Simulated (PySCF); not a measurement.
# [TlS2]− at several levels of theory

Computed with PySCF 2.14.0 (density fitting, no spin-orbit coupling) at the geometry relaxed with PBE:

```xyz
3
[TlS2]− (singlet)
Tl    0.0000    0.0000    0.0000
S     0.0000    0.0000    2.3367
S     0.0000    0.0000   -2.3367
```

```csv
level,basis,state,HOMO (eV),gap (eV),charge on Tl1 (e),dipole about the centre of mass (D),largest force component (eV/Å)
PBE,"Tl def2-SVP with ECP60, S def2-SVP",singlet,-0.26,2.66,-0.06,0.00,0.00
r2SCAN,the same,singlet,-0.54,3.01,0.04,0.00,0.27
BP86,the same,singlet,-0.36,2.63,-0.07,0.01,0.06
wB97X,the same,singlet,-3.52,8.72,0.07,0.00,0.72
PBE,"Tl def2-TZVP with ECP60, S def2-TZVP",singlet,-0.72,2.68,0.34,0.00,0.43
PBE,"Tl x2c-SVPall, S x2c-SVPall",singlet,-0.20,2.65,0.04,0.00,0.32
```

Charges are Mulliken's, which hang on the basis. The relaxation used the grid (50, 194), these runs (75, 302) or, all-electron (x2c bases, spin-free X2C Hamiltonian), (99, 590).

**Question.** What does TPSSh with Tl def2-SVP with ECP60, S def2-SVP give here?

**Answer.** state singlet, HOMO (eV) -0.80, gap (eV) 3.59, charge on Tl1 (e) 0.06, dipole about the centre of mass (D) 0.00, largest force component (eV/Å) 0.20. Time: 1.7 s on 2 threads of Arm Neoverse V1, with other jobs on the host, from an already converged density.

In the first row's basis the gap widens with exact exchange: 2.6 to 3.0 eV for BP86, PBE, r2SCAN (none); 3.6 eV for TPSSh (a fixed share); 8.7 eV for wB97X (rising or full at long range).
